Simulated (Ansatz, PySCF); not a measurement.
Spin states of H3O3Pt (SMILES [OH][Pt]([OH])[OH]), each relaxed with B3LYP-D3(BJ)/def2-TZVP.
State 1 (charge 0, multiplicity 2):
```csv
atom,x (Å),y (Å),z (Å)
Pt,0.2147,0.0783,-0.3377
O,1.9445,-0.7434,-0.3152
H,2.4875,-0.5147,-1.0842
O,-0.2642,-0.7426,1.3404
H,-1.1676,-0.4138,1.4898
O,-1.5475,0.8447,-0.2482
H,-1.7693,1.4159,-0.9940
```
State 2 (charge 0, multiplicity 4):
```xyz
7

Pt     0.004    -0.023    -0.287
O      1.802    -0.674    -0.326
H      2.383    -0.275    -0.986
O     -0.640    -1.072     1.333
H     -0.465    -0.543     2.127
O     -1.613     0.930    -0.649
H     -1.573     1.581    -1.361
```

Singlets are restricted, other states unrestricted; no spin–orbit coupling, no relativity up to Kr; see below for the cores. The largest T1 diagnostic is 0.043.

Correlated levels freeze the inner cores; with def2 sets outer-core shells near the valence are correlated too.

The values were computed with Ansatz (a program for electronic structure); PySCF for the dispersion terms.  In def2 rows elements past Kr take small-core potentials, without spin–orbit coupling.

```
level                        energy of the multiplicity-4 state less that of the multiplicity-2 state (kcal/mol)
---------------------------  -----------------------------------------------------------------------------------
PBE-D3(BJ)/def2-TZVPP                                                                                      16.23
PBE-D4/def2-TZVPP                                                                                          16.21
r2SCAN-D4/def2-TZVPP                                                                                       14.96
r2SCANh/def2-TZVPP                                                                                         16.12
PBE0/def2-TZVPP                                                                                            19.59
BHLYP/def2-TZVPP                                                                                           21.50
CAM-B3LYP-D3(BJ)/def2-TZVPP                                                                                    ?
wB97M-V/def2-TZVPP                                                                                             ?
CCSD/def2-SVP                                                                                              24.49
```

Task: Fill in the missing entries.

Result: 
- CAM-B3LYP-D3(BJ)/def2-TZVPP, energy of the multiplicity-4 state less that of the multiplicity-2 state (kcal/mol): 20.12
- wB97M-V/def2-TZVPP, energy of the multiplicity-4 state less that of the multiplicity-2 state (kcal/mol): 22.94

Doubts at one or more of the structures used: a spin-contaminated determinant (CCSD/def2-SVP); other coupled-cluster roots lie near (CCSD/def2-SVP).
